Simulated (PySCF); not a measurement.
# [C7H4ClFO]+: g tensor and hyperfine couplings

C7H4ClFO (charge +1 and doublet state).
Numbering: `[O:1]=[C:2]1[CH+:3][CH:4][CH:5]=[CH:6][C:7]([F:8])=[C:9]1[Cl:10]` (hydrogens: H11 on C3; H12 on C4; H13 on C5; H14 on C6)

Geometry (GFN2-xTB, Å), atoms numbered from 1 in this order:
```xyz
14
C7H4ClFO angstrom
O      1.696   -2.311    0.203
C      0.977   -1.350    0.042
C     -0.439   -1.549   -0.273
C     -1.490   -0.684   -0.315
C     -1.508    0.707   -0.082
C     -0.446    1.553    0.162
C      0.917    1.248    0.229
F      1.703    2.297    0.407
C      1.581    0.016    0.164
Cl     3.259    0.015    0.259
H     -0.646   -2.601   -0.447
H     -2.454   -1.121   -0.550
H     -2.486    1.173   -0.118
H     -0.665    2.608    0.295
```

Theory: UKS B3LYP, pcH-1 on C Cl F H O, non-relativistic, mean-field spin-orbit, GIAO in PySCF. Isolated species at its GFN2-xTB geometry, gas phase. A GFN2-xTB geometry isn't a minimum of the functional, and hyperfine couplings can be far from their values at a DFT geometry, by a factor of two or more for some ions and for spin on atoms past the first row. Stability of the SCF solution: not tested. ⟨S²⟩ is 0.781 where a pure state has 0.75.

| Quantity | Value |
| --- | --- |
| g1, g2, g3 | 2.00245, 2.01066, 2.02246 |
| g_iso | 2.01186 |
| Form of g | rhombic: the two nearest values differ by 41 % of g3 − g1 |
| ⟨S²⟩ | 0.7809 (exact 0.7500) |
| α and β electrons | 40, 39 |

Hyperfine couplings atom by atom, in 10⁻⁴ cm⁻¹; T1 to T3 are the principal values of the dipolar part; ρ(0) is the spin density at the nucleus (1 × 10⁻⁴ cm⁻¹ = 2.998 MHz):

```csv
atom,isotope,a_iso,of which spin–orbit,T1,T2,T3,Mulliken spin population,ρ(0) (bohr⁻³)
O1,17O,-6.7,-0.5,-33.3,16.6,16.7,0.33,0.0309
C2,13C,-11.7,0.0,-6.3,2.2,4.1,-0.13,-0.0313
C3,13C,7.0,0.0,-6.6,-6.2,12.8,0.26,0.0188
C4,13C,-6.2,0.0,-5.1,2.2,2.9,-0.12,-0.0166
C5,13C,5.5,0.0,-5.5,-5.1,10.6,0.20,0.0147
C6,13C,-1.2,0.0,-1.3,-1.1,2.4,0.03,-0.0032
C7,13C,-3.1,0.0,-1.1,-0.5,1.5,0.01,-0.0082
F8,19F,0.8,0.2,-5.8,-5.0,10.9,0.01,0.0004
C9,13C,8.7,0.0,-8.7,-8.6,17.2,0.28,0.0231
Cl10,35Cl,2.3,0.4,-10.3,-9.2,19.6,0.15,0.0128
H11,1H,-5.7,0.0,-2.4,-0.7,3.1,-0.01,-0.0038
H12,1H,2.1,0.0,-0.7,-0.5,1.2,0.00,0.0014
H13,1H,-4.6,0.0,-2.7,-0.4,3.2,-0.01,-0.0031
H14,1H,-1.0,0.0,-0.9,-0.6,1.5,0.00,-0.0007
```

The Mulliken spin populations are largest on O1 (+0.33), C9 (+0.28), C3 (+0.26) and C5 (+0.20).

The SMILES `O=C1[CH+][CH]C=CC(F)=C1Cl` draws the unpaired electron on C4, whose computed spin population is only -0.12.

Axes: g2 points within 8° of the C2–C9 bond and g3 points within 12° of the C3–C4 bond.

Under fast tumbling the dipolar parts average out, and these isotropic splittings remain: 1 × 1H (H11, I = 1/2, 2 lines) with 0.61 mT, 1 × 1H (H13, I = 1/2, 2 lines) with 0.49 mT, 1 × 35Cl (Cl10, I = 3/2, 4 lines) with 0.24 mT, 1 × 1H (H12, I = 1/2, 2 lines) with 0.22 mT, 1 × 1H (H14, I = 1/2, 2 lines) with 0.11 mT and 1 × 19F (F8, I = 1/2, 2 lines) with 0.09 mT.

Main isotope only: 35Cl (natural samples also hold 24 % 37Cl, magnetic too, which adds its own pattern).

The 13C coupling of C2 (-35.1 MHz) shows only in satellite lines or after enrichment, since that isotope makes up about 1.07 % of natural carbon.

The 17O coupling of O1 (-20.2 MHz) shows only in satellite lines or after enrichment, since that isotope makes up about 0.038 % of natural oxygen.

The spin density at the nucleus, in bohr⁻³, is negative for C2 (-0.0313), C4 (-0.0166) and C7 (-0.0082), for instance. A restricted open-shell determinant has no negative spin density anywhere; here it arises because α and β orbitals differ (spin polarisation).

Time: 2.5 min wall (with the writing of density and orbital grids); peak memory 0.99 GiB. Hardware: one thread of an Arm Neoverse V1, no GPU (shared host).
